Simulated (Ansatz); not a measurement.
BaCl (SMILES [Cl][Ba]), doublet, at a GFN2-xTB geometry (such geometries of metal compounds can be far from the true shape) (the spin is typed, not shown lowest) (core potentials on Ba); CASSCF(5,7)/def2-SVP run with Ansatz (an electronic-structure program).

The Ansatz input:
Ansatz 0.2 input:
```yaml
crystal:
  periodic: [false, false, false]
  atoms:
    - {symbol: Ba, position_ang: [-0.00000000, -0.00000000, -0.58554173]}
    - {symbol: Cl, position_ang: [0.00000000, 0.00000000, 1.92884336]}
basis:
  gaussian:
    orbitals: def2-SVP
hamiltonian:
  xc: hf
correlation: {active_space: {window: {electrons: 5, orbitals: 7}}}
magnetization: {spin_polarized: false, initial_magnetization: 1}
```

Task: Write the output that Ansatz gives for this input, abridged.

Result: 
```
Functional definition: HF
368 factors; integrals over basis functions are off by at most 5.4e-4 eV
mean field evaluation 1: about -13183.3644 eV, gradient 1.6e1 eV
mean field evaluation 2: about -13183.3822 eV, gradient 1.6e1 eV
mean field evaluation 4: about -13184.4972 eV, gradient 5.8e-1 eV
mean field evaluation 8: about -13184.5025 eV, gradient 3.8e-2 eV
mean field evaluation 16: about -13183.8574 eV, gradient 2.9e0 eV
mean field -13184.50256579 eV, -484.5215325159 hartree, gradient 1.1e-6 eV, S^2 0.750000; 4 other end points of the search recorded, 0 dependent functions left out
reference -13184.50256579 eV, -484.5215325159 hartree; 14, 13 occupied and 34, 35 virtual orbitals, 368 factors
state -13185.57642091 eV, -484.5609959639 hartree
1 active orbitals were swapped for others, from the solution at -13185.51404711 eV, -484.5587037687 hartree to that at -13185.57642091 eV, -484.5609959639 hartree; typed "places" are swapped only where nearly empty or full, and so, without "given_window_search", are "orbital_numbers", "shells" and a window whose orbitals a file names under [Active]
Total energy: -13185.57642091 eV, -484.5609959639 hartree
```
